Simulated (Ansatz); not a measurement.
System: sum formula CuOH, net charge 1, doublet state. The spin state was set by rule; other spins were not relaxed. 
Coordinates optimised at B3LYP-D3(BJ)/def2-TZVP (Ansatz, a first-principles code):
```
O
H 1 0.9797
Cu 1 1.8122 2 124.06
```
Charge +1, spin multiplicity 2.

Problem. Give the harmonic wavenumbers at B3LYP-D3(BJ)/def2-TZVP (Ansatz, finite differences of forces, unscaled).

Solution. 500, 616, 3640 cm⁻¹. Zero-point energy 6.8 kcal/mol.

Problem. From these and the geometry, give the ideal-gas thermochemistry at 298.15 K and 1 atm (rigid rotor, harmonic oscillator).

Solution. Point group Cs, rotational symmetry number 1. Rotational constants 844.7, 10.99, 10.85 GHz. S(trans) 39.07, S(rot) 18.71, S(vib) 1.08, S(elec, spin only) 1.38, S 60.2 cal/(mol K). H(298) - H(0) 2.61 kcal/mol; G - E(el) -8.6 kcal/mol.
